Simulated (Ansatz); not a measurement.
Reaction (isomerisation): `FC1OC[SiH2]1` → `C=C(F)[SiH2]O`

Calculated with Ansatz (gas phase, PBE0-D4/def2-TZVP geometries, no zero-point term in ΔE). CCSD(T)/CBS is the MP2 limit (def2-TZVPP, def2-QZVPP) plus CCSD(T) − MP2 in def2-TZVPP, frozen cores. DFT in def2-TZVPP. One conformer a species, not always the lowest.

(1) Is it downhill or uphill in electronic energy at CCSD(T)/CBS, and by how much? (Best estimate.)

(2) What do these levels give: ωB97M-V, PBE, r2SCAN, HF/def2-TZVPP, HF/CBS(def2), CCSD/CBS(def2)? (Estimate.)

Largest T1 diagnostic among the species: 0.013.

Answers

(1) Computed: Downhill: ΔE = -190.3 kJ/mol.

(2) Ansatz gave: ωB97M-V -180.4, PBE -164.3, r2SCAN -181.0, HF/def2-TZVPP -211.2, HF/CBS(def2) -212.4, CCSD/CBS(def2) -192.9 kJ/mol.

From PBE to PBE0 (25 % exact exchange), in def2-TZVPP and without D4, ΔE moves by −3.5 kJ/mol. In def2-TZVPP, CCSD(T) changes the Hartree–Fock value by +24.1 kJ/mol (the triples alone add +2.6 kJ/mol) and MP2 by +20.1 kJ/mol.
